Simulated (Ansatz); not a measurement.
Diatomic LaCl, multiplicity 3 (an upper state: multiplicity 1 came lower at CCSD(T)/def2-TZVPP on PBE0 minima). No spin–orbit coupling.

Constants: fifth-degree fit in 1/R to seven points, most abundant isotopes. Runs in def2 and cc sets follow the lowest solution found near the PBE0 minimum.

Correlated levels freeze the inner cores; with def2 sets outer-core shells near the valence are correlated too.

Codes used: Ansatz (Gaussian orbitals). Each number belongs to the level named beside it. In def2 rows elements past Kr take small-core potentials, without spin–orbit coupling.

Energies at CCSD/def2-TZVPP:

```csv
R (Å),E (hartree)
2.386602,-491.12211851
2.450758,-491.12821142
2.509781,-491.13146947
2.576503,-491.13298234
2.643226,-491.13266415
2.720213,-491.13054154
2.810031,-491.12630245
```

Task: With a reduced mass of 27.9361 u, find the minimum, the force constant and the constants.

Result: A fifth-degree polynomial in 1/R puts the minimum at r_e = 2.5964 Å with force constant 166 N/m. Then ω_e = (1/2πc)√(k/μ) = 318 cm⁻¹ and B_e = h/(8π²cμr_e²) = 0.08952 cm⁻¹; the cubic and quartic terms give α_e = 0.00033 and ω_e x_e = 0.82 cm⁻¹.

Ansatz is an electronic-structure program.
